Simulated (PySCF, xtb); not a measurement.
In(NCO)(OH)2 (CH₂InNO₃), SMILES O=C=[N][In]([OH])[OH].

xtb 6.7.1 with GFN2-xTB at its own geometry gives an orbital gap of 2.92 eV and a dipole moment of 0.41 D.

Geometry optimised at B3LYP-D3(BJ)/def2-SVP. The structure was generated by enumeration; whether it is a known compound was not checked. The def2 effective core potentials stand for the cores of In; spin–orbit coupling is left out. One conformer was computed; it need not be the lowest.

Task: What does PBE/def2-TZVP run with PySCF give? (The exact figures need the calculation; the answer reports its results.)

Result: gap 3.77 eV (levels -7.09 and -3.32 eV), dipole 0.66 D.
